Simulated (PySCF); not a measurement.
**A survey of ¹⁵N NMR shifts**

[PySCF: GFN2-xTB geometry; shieldings: GIAO PBE0/pcSseg-1; isolated molecule; averaged over atoms made equivalent by symmetry, fast rotation or ring inversion; one computed conformer; no relativistic terms]

Shieldings were converted by a linear fit to measured shifts: ¹⁵N (scatter 6.3 ppm rms vs CH3NO2, solution or neat liquid). Occasional misses reach two or three times the rms, and more in compound classes unlike the fitted ones.

(1) Give the ¹⁵N shifts of `C[Si](C)(C=O)CC#N`, `CC[C@H]1CN[SiH2]N1`, `[SiH3]CCc1ncco1`, `C#CCN(C=O)[SiH2]C`.

(2) Match the shifts -4.4, -117.8, -263.0 ppm to `C#C[SiH2]N(C=O)CC`, `C[C@]1(C#N)CC[SiH2]O1`, `C=C[Si@H](N=C)C(C)=O`.

## Answers

(1) 
```csv
compound,environment,δ (ppm)
C[Si](C)(C=O)CC#N,nitrile nitrogen,-121.1
[CH3:1][CH2:2][C@H:3]1[CH2:4][NH:5][SiH2:6][NH:7]1,"N7: nitrogen bonded to C, Si, H, in a 5-membered ring",-363.7
[CH3:1][CH2:2][C@H:3]1[CH2:4][NH:5][SiH2:6][NH:7]1,"N5: nitrogen bonded to C, Si, H, in a 5-membered ring",-375.7
[SiH3]CCc1ncco1,pyridine-type nitrogen of an azole,-124.0
C#CCN(C=O)[SiH2]C,amide-type nitrogen,-269.8
```

(2) -4.4: C=C[Si@H](N=C)C(C)=O (imine nitrogen); -117.8: C[C@]1(C#N)CC[SiH2]O1 (nitrile nitrogen); -263.0: C#C[SiH2]N(C=O)CC (amide-type nitrogen).
